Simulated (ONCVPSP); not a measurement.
## BLYP ONCV dataset for Sn, non-relativistic all-electron reference.

```json
{
  "Element": "Sn",
  "Generator": "ONCVPSP 4.0.1",
  "Type": "optimised norm-conserving Vanderbilt (ONCV)",
  "Functional": "BLYP",
  "Relativity": "non-relativistic",
  "Frozen core": "[Kr]",
  "Valence charge": "14",
  "Reference configuration": "4d10 5s2 5p2",
  "Partial waves": "5s: rc 1.65 bohr, ncon 4, nbas 8, qcut 4.3 1/bohr, 2 projectors, debl 1.2 Ha; 5p: rc 2.30 bohr, ncon 4, nbas 8, qcut 4.2 1/bohr, 1 projector; 4d: rc 1.00 bohr, ncon 3, nbas 7, qcut 11.1 1/bohr, 2 projectors, debl 3.5 Ha",
  "Local potential": "polynomial inside 0.65 bohr (lpopt 5, dvloc0 0 Ha)",
  "Core correction": "none"
}
```

All-electron outer shells of the reference configuration (BLYP, non-relativistic, ld1.x):

```csv
shell,level (eV),outermost node (bohr),outermost maximum (bohr)
4s,-123.73,0.42,0.77
4p,-87.26,0.41,0.80
4d,-27.04,0.39,0.88
5s,-9.72,1.02,2.09
5p,-3.65,1.10,2.59
```

**Question.** Is a potential produced?

**Answer.** No. ONCVPSP 4.0.1 stopped with "optimize: ERROR ps0norm > uunorm, code will stop": the continuity conditions at rc already need more norm inside rc than the all-electron wave has, so norm conservation cannot be met. It happened in the s channel.
